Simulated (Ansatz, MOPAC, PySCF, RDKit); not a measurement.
Dimer: C2H2 (SMILES C#C) (first 4 atoms) with C2H6 (SMILES CC); geometry from B3LYP-D3(BJ)/def2-TZVP, rigid monomers moved along the line of their centres of mass till H4···C5 is 2.60 Å.
(charge 0, multiplicity 1):
```tsv
atom	x (Å)	y (Å)	z (Å)
C	0.4223	-0.2433	-0.5811
C	-0.3359	0.0052	0.3111
H	1.0955	-0.4638	-1.3733
H	-1.0057	0.2247	1.1064
C	-0.7521	0.2489	3.6894
C	0.7193	-0.1549	3.6660
H	-0.9145	1.1906	3.1597
H	-1.1130	0.3852	4.7106
H	-1.3809	-0.5128	3.2223
H	1.0780	-0.2905	2.6443
H	0.8793	-1.0933	4.2004
H	1.3444	0.6052	4.1384
```

Monomers are frozen at their geometry in the pair; levels with a basis set take the counterpoise correction. RDKit's UFF carries no charges.

Rows in 6-31G* carry no dispersion term and start afresh at each structure (6-31G* with six Cartesian d functions). The state reached by PM6 isn't checked.

Programs: Ansatz (a quantum-chemistry and plane-wave program) with Gaussian orbitals; MOPAC for PM6 (differences of heats of formation); PySCF for 6-31G* rows, the dispersion terms; RDKit for the force fields. 

Task: One of these levels gives 7.9 kJ/mol for the interaction energy. Which one is it?
A. UFF
B. PM6
C. PBE-D3(BJ)/def2-TZVPPD
D. HF/6-31G*

Result: D, HF/6-31G*. The others give 4.8 (UFF), 0.0 (PM6), -3.9 (PBE-D3(BJ)/def2-TZVPPD)
